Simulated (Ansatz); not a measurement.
Isolated molecules relaxed with PBE0-D4/def2-TZVP in Ansatz; ΔE leaves out vibrations. CBS: MP2 limit from def2 TZ/QZ plus the TZ coupled-cluster correction, frozen cores. def2 core potentials past Kr. For In outer-core shells are correlated without core-valence functions, which leaves a few kJ/mol of doubt a bond. Each species was taken in one conformer, which may not be the lowest.

Reaction (cleavage of the B–Si bond): `B[SiH2][CH2][InH2]` + `CC(N)O` → `BNC(C)O` + `[SiH3][CH2][InH2]`

`B[SiH2][CH2][InH2]`:

Cartesian coordinates in Å:
```
B 1.282 -0.289 1.333
Si 0.183 1.201 0.553
C -0.543 0.707 -1.092
In -0.838 -1.439 -0.992
H 0.997 -1.436 1.067
H 2.174 -0.165 2.118
H -0.914 1.289 1.574
H 0.885 2.517 0.555
H 0.150 0.921 -1.908
H -1.481 1.233 -1.282
H 0.221 -2.457 -1.900
H -2.115 -2.083 -0.026
```

`CC(N)O`:

Cartesian coordinates in Å:
```
C 1.228 0.253 -0.296
C -0.134 0.125 0.343
N -0.670 -1.187 0.121
O -0.920 1.187 -0.192
H 1.638 1.247 -0.118
H 1.906 -0.498 0.108
H 1.144 0.108 -1.376
H -0.048 0.254 1.431
H -0.820 -1.345 -0.869
H -1.549 -1.325 0.602
H -1.775 1.181 0.246
```

`BNC(C)O`:

Z-matrix (Å, degrees):
```
C
N 1 1.444
O 1 1.409 2 111.0
C 1 1.510 2 112.2 3 119.3
H 1 1.097 2 106.1 3 -120.3
B 2 1.386 1 126.6 3 115.1
H 2 1.011 1 112.9 3 -64.3
H 3 0.962 1 107.8 2 -56.9
H 4 1.090 1 110.1 2 -179.5
H 4 1.090 1 110.3 2 59.9
H 4 1.093 1 110.0 2 -60.4
H 6 1.196 2 119.2 1 -179.7
H 6 1.198 2 118.6 1 0.1
```

`[SiH3][CH2][InH2]`:

Z-matrix (Å, degrees):
```
Si
C 1 1.860
H 1 1.491 2 110.4
H 1 1.490 2 113.1 3 120.7
H 1 1.491 2 110.4 3 -118.5
In 2 2.161 1 112.9 3 59.1
H 2 1.093 1 109.3 3 179.8
H 2 1.094 1 109.3 3 -61.5
H 6 1.726 2 119.1 1 -89.8
H 6 1.726 2 119.1 1 90.2
```

```tsv
species	CCSD(T)/def2-TZVPP energy (Eh)
`B[SiH2][CH2][InH2]`	-546.09814
`CC(N)O`	-210.08256
`BNC(C)O`	-235.50186
`[SiH3][CH2][InH2]`	-520.74692
```

Question: Work out ΔE.

Answer: ΔE = (-235.50186) + (-520.74692) − (-546.09814) − (-210.08256) = -0.06808 Eh = -1.85 eV. CCSD(T)/CBS gives -1.80 eV.

Largest T1 diagnostic among the species: 0.013.

The D4 term adds +0.03 eV with B3LYP and +0.02 eV with PBE0; it sums over pairs of atoms, weighted by their polarisabilities, and B3LYP, whose exchange is more repulsive, gets the larger term.

B3LYP here is the variant with VWN-RPA as its local correlation; programs differ in this.
